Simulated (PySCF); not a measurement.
Sn(H)(OMe) (CH4OSn), SMILES C[O][SnH] (connectivity only; charge and spin as stated), neutral, multiplicity 1.

The structure is a stationary point at B3LYP-D3(BJ)/def2-SVP. The def2 effective core potentials stand for the cores of Sn; spin–orbit coupling is left out.

All values below come from M06-2X/def2-TZVPD run with PySCF.

Symmetry labels are those of the subgroup Cs that the program uses (full group Cs).

Computed valence orbital energies around the gap with their symmetry:
| orbital | symmetry | energy (eV) |
|---|---|---|
| HOMO−7 | A' | -20.21 |
| HOMO−6 | A' | -15.11 |
| HOMO−5 | A" | -13.56 |
| HOMO−4 | A' | -13.44 |
| HOMO−3 | A' | -12.02 |
| HOMO−2 | A' | -9.29 |
| HOMO−1 | A" | -9.16 |
| HOMO | A' | -7.87 |
| LUMO | A" | -1.76 |
| LUMO+1 | A' | 0.12 |
| LUMO+2 | A' | 0.37 |
| LUMO+3 | A' | 1.06 |
